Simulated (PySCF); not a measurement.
# SMILES F[C@@H]1COCS[C@H]1F, C$_{4}$H$_{6}$F$_{2}$OS

Molfile (atoms numbered from 1):
```
C4H6F2OS
     RDKit          3D

 14 14  0  0  0  0  0  0  0  0999 V2000
    1.7210   -0.7337   -1.1701 F   0  0  0  0  0  0  0  0  0  0  0  0
    1.0625   -0.6088    0.0251 C   0  0  2  0  0  0  0  0  0  0  0  0
   -0.3427   -1.2173   -0.0681 C   0  0  0  0  0  0  0  0  0  0  0  0
   -1.2167   -0.5110   -0.9124 O   0  0  0  0  0  0  0  0  0  0  0  0
   -1.4977    0.7683   -0.4765 C   0  0  0  0  0  0  0  0  0  0  0  0
   -0.0401    1.8802   -0.6128 S   0  0  0  0  0  0  0  0  0  0  0  0
    1.0529    0.8685    0.4282 C   0  0  1  0  0  0  0  0  0  0  0  0
    0.6656    0.9397    1.7443 F   0  0  0  0  0  0  0  0  0  0  0  0
    1.6462   -1.1706    0.7684 H   0  0  0  0  0  0  0  0  0  0  0  0
   -0.2683   -2.2205   -0.4920 H   0  0  0  0  0  0  0  0  0  0  0  0
   -0.7527   -1.2734    0.9517 H   0  0  0  0  0  0  0  0  0  0  0  0
   -1.8255    0.7910    0.5713 H   0  0  0  0  0  0  0  0  0  0  0  0
   -2.2607    1.1867   -1.1310 H   0  0  0  0  0  0  0  0  0  0  0  0
    2.0556    1.3005    0.3518 H   0  0  0  0  0  0  0  0  0  0  0  0
  1  2  1  0
  2  3  1  0
  3  4  1  0
  4  5  1  0
  5  6  1  0
  6  7  1  0
  7  8  1  0
  7  2  1  0
  2  9  1  1
  3 10  1  0
  3 11  1  0
  5 12  1  0
  5 13  1  0
  7 14  1  1
M  END
```

Method used: TDDFT LC-wPBE/def2-SVPD circular dichroism and optical rotation, one conformer, gas phase in PySCF 2.14.0. Geometry: GFN2-xTB.

Task: What are the CIP labels of the stereocentres?

Result: C2 R, C7 R.

Task: List the lowest 16 singlet excitations with oscillator and rotatory strengths.

Result: Rotatory strengths R in 10⁻⁴⁰ esu² cm², velocity form and length form (origin at the centre of mass); f in length form.
| state | E (eV) | λ (nm) | f | R (velocity) | R (length) | main |
| --- | --- | --- | --- | --- | --- | --- |
| 1 | 5.86 | 212 | 0.0004 | -6.5 | -5.7 | HOMO→LUMO 0.53, HOMO→LUMO+9 0.11 |
| 2 | 7.41 | 167 | 0.023 | -27.8 | -26.6 | HOMO→LUMO+1 0.53, HOMO→LUMO+2 0.23 |
| 3 | 7.69 | 161 | 0.014 | +12.4 | +12.9 | HOMO→LUMO+4 0.20, HOMO→LUMO+2 0.16 |
| 4 | 7.91 | 157 | 0.085 | +30.8 | +23.4 | HOMO−1→LUMO 0.54, HOMO→LUMO+3 0.09 |
| 5 | 8.14 | 152 | 0.003 | +2.6 | +2.9 | HOMO−1→LUMO+4 0.31, HOMO−1→LUMO+2 0.23 |
| 6 | 8.23 | 151 | 0.059 | +9.9 | +14.6 | HOMO→LUMO+6 0.43, HOMO→LUMO+5 0.09 |
| 7 | 8.58 | 144 | 0.069 | +26.9 | +25.2 | HOMO→LUMO+3 0.25, HOMO−1→LUMO+1 0.10 |
| 8 | 8.66 | 143 | 0.016 | +24.7 | +24.5 | HOMO→LUMO+4 0.21, HOMO→LUMO+2 0.13 |
| 9 | 8.67 | 143 | 0.008 | +25.6 | +24.2 | HOMO→LUMO+3 0.18, HOMO→LUMO+4 0.18 |
| 10 | 8.96 | 138 | 0.039 | -9.3 | -10.9 | HOMO−1→LUMO+3 0.22, HOMO−1→LUMO+6 0.09 |
| 11 | 9.10 | 136 | 0.072 | -15.7 | -15.6 | HOMO−2→LUMO 0.34 |
| 12 | 9.22 | 134 | 0.017 | -17.2 | -16.5 | HOMO→LUMO+3 0.13, HOMO→LUMO+2 0.12 |
| 13 | 9.25 | 134 | 0.038 | +10.1 | +7.8 | HOMO−1→LUMO+2 0.21, HOMO−1→LUMO+4 0.18 |
| 14 | 9.44 | 131 | 0.007 | -5.3 | -5.0 | HOMO→LUMO+8 0.15, HOMO−2→LUMO+3 0.14 |
| 15 | 9.47 | 131 | 0.063 | +38.0 | +38.2 | HOMO−1→LUMO+3 0.19, HOMO−1→LUMO+5 0.17 |
| 16 | 9.51 | 130 | 0.056 | -93.5 | -93.7 | HOMO−1→LUMO+6 0.27, HOMO−1→LUMO+5 0.13 |

Among the states computed, the strongest CD band (largest |R|) is state 16. The largest dissymmetry factor in size, g = 4R/(D+G), with D and G the electric and magnetic dipole strengths, is -0.12 for state 1 (velocity form, f = 0.0005), among bands with |R| over 0.5. The mirror image has the same energies and oscillator strengths and all R with the opposite sign.
